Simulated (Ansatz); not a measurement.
def2 core potentials replace the inner electrons of Te.

Z-matrix (Å, degrees):
```
C
H 1 1.1009
C 1 1.5284 2 109.87
H 3 1.0990 1 112.76 2 48.64
H 3 1.1041 4 107.78 1 -120.92
C 1 1.5336 2 110.39 3 -113.52
H 6 1.1004 1 113.08 2 -43.05
H 6 1.1034 7 107.35 1 120.96
C 3 1.5415 4 114.02 5 -122.69
H 9 1.1005 3 112.15 4 82.53
H 9 1.1014 10 106.86 3 120.10
C 6 1.5540 7 112.96 8 121.26
H 12 1.1005 6 110.80 7 -98.16
H 12 1.1005 13 106.63 6 -120.71
Te 1 2.1823 2 105.99 3 123.09
O 15 2.0253 1 94.44 2 -74.80
H 16 0.9685 15 105.72 1 -88.98
```
Charge 0, spin multiplicity 1.

The numbers are results of frozen-core CCSD(T)/def2-TZVPP // B3LYP-D3(BJ)/def2-SVP run with Ansatz (a quantum-chemistry and plane-wave program), not measurements.

```yaml
HF energy: -537.10690 Ha
MP2 correlation energy: -1.57183 Ha
```

Q: Estimate the CCSD correlation energy, the (T) correction, the total energy and the T1 diagnostic.

A: 
- CCSD correlation energy: -1.59105 Ha
- (T) correction: -0.06145 Ha
- CCSD(T) total energy: -538.75941 Ha
- T1 diagnostic: 0.012
